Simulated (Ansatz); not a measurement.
Basis sets compared for Li5H6. Total charge 0; doublet. Geometry r2SCAN-D4/def2-TZVP. Ansatz on 4 threads of Arm Neoverse V2 on a shared host; times are rough, and most runs start from earlier orbitals.

```xyz
11

Li   -1.219    1.532    0.780
Li   -1.225    0.349   -1.402
Li   -0.030   -0.647    0.599
Li    1.985   -0.567   -2.136
Li    0.961    1.532   -0.525
H     0.482    0.980    1.159
H     0.841   -2.135    1.818
H    -0.768    2.022   -0.926
H     0.467   -0.387   -1.182
H    -1.756   -0.156    0.266
H     0.262   -2.523    1.548
```

In the doublet, H7 and H11 lie 0.75 Å apart (atoms count from 1), so H2 has formed as a molecule. The structure comes from a short search, and lower isomers may exist.

Binding counts from free atoms (Li doublet, H doublet) in the same basis, without a counterpoise term.

```csv
level,functions,energy (Eh),HOMO (eV),LUMO (eV),binding per atom (eV),wall time
PBE-D4/def2-SVP,75,-41.0363,-2.43,-1.41,1.92,1 s
PBE-D4/def2-TZVP,106,-41.0720,-2.48,-1.47,1.89,1.1 s
r2SCAN-D4/def2-TZVP,106,-41.1736,-2.51,-1.25,1.92,2.3 s
PBE0-D4/def2-SVP,75,-41.0694,-2.97,-0.86,1.91,1.5 s
PBE0-D4/def2-TZVP,106,-41.1024,-3.04,-0.91,1.88,1.8 s
```

Task: Estimate the rows for PBE-D4/def2-TZVPD, r2SCAN-D4/def2-TZVPD, PBE0-D4/def2-TZVPD.

Result: 
```tsv
level	functions	energy (Eh)	HOMO (eV)	LUMO (eV)	binding per atom (eV)	wall time
PBE-D4/def2-TZVPD	139	-41.0767	-2.48	-1.52	1.90	1.8 s
r2SCAN-D4/def2-TZVPD	139	-41.1789	-2.50	-1.31	1.93	3.3 s
PBE0-D4/def2-TZVPD	139	-41.1077	-3.02	-0.99	1.90	2 s
```
